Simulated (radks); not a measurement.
Excited configurations of Ba I: one electron is placed in a higher orbital outside [Xe] 6s1. The ground configuration is [Xe] 6s2. All-electron calculation, Dirac Kohn-Sham, BLYP, spin-unpolarised, spherical densities, point nucleus; open shells fill j = l - 1/2 first. Program: a radial shooting solver on a logarithmic mesh with Libxc functionals. Excitation = E - E(ground); binding = E(ion) - E, where the ion is the core of charge +1; n* = 1/sqrt(2 binding) in atomic units, and the quantum defect is n - n*.

5d3/2: excitation (eV) 1.307; binding (eV) 3.965; quantum defect 3.148; eigenvalue (eV) -1.249; <r> (bohr) 3.909
6p1/2: excitation (eV) 1.971; binding (eV) 3.301; quantum defect 3.970; eigenvalue (eV) -1.598; <r> (bohr) 6.131
6d3/2: excitation (eV) 3.903; binding (eV) 1.369; quantum defect 2.847; eigenvalue (eV) -0.566; <r> (bohr) 11.97
7s1/2: excitation (eV) 3.384; binding (eV) 1.888; quantum defect 4.316; eigenvalue (eV) -1.062; <r> (bohr) 11.09
7p1/2: excitation (eV) 3.793; binding (eV) 1.479; quantum defect 3.967; eigenvalue (eV) -0.816; <r> (bohr) 13.55
7d3/2: excitation (eV) 4.350; binding (eV) 0.922; quantum defect 3.159; eigenvalue (eV) -0.484; <r> (bohr) 21.10

The Delta-SCF ionisation energy is 5.272 eV (NIST Atomic Spectra Database: 5.212 eV, measured). Self-interaction in the functional shifts the binding energies and quantum defects, so they are the method's values and not measured ones. Spin polarisation and multiplet splitting are left out, so open shells lie too high by an amount that depends on their filling.

Beside tabulated values, note that spin-unpolarised runs miss the spin-polarisation part of the exchange energy of open shells.
